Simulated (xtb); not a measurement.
Ge(H)(F)2(Et) (C2H6F2Ge), SMILES C[CH2][GeH]([F])[F]. All values are semi-empirical tight-binding results from xtb (GFN2-xTB unless named), good for trends rather than for accurate numbers. Geometry: GFN2-xTB. One conformer was computed; it need not be the lowest.

Optimised geometry:

```xyz
11

Ge     0.4489     0.1451    -0.3273
F      1.5189    -1.0923     0.2899
F      0.4264     1.2462     1.0275
C     -1.3727    -0.6564    -0.5420
C     -2.3601    -0.1274     0.4898
H      1.3184     0.8640    -1.3309
H     -1.7292    -0.4633    -1.5530
H     -1.2428    -1.7339    -0.4307
H     -2.5202     0.9412     0.3621
H     -3.3159    -0.6374     0.3851
H     -1.9855    -0.2956     1.4980
```

The geometry has at least one imaginary mode, so it is a saddle point at that level.

For metal compounds this method's bond lengths and energies can be far off.

- orbital gap = 6.73 eV

Computed atomic charges and the Wiberg bond orders between heavy atoms:
charges (e) Ge1 0.37, F2 -0.27, F3 -0.27, C4 -0.08, C5 -0.10, H6 0.05, H7 0.06, H8 0.08, H9 0.06, H10 0.05, H11 0.07. Bond orders Ge1–F2 1.08, Ge1–F3 1.08, Ge1–C4 0.81, C4–C5 1.02.
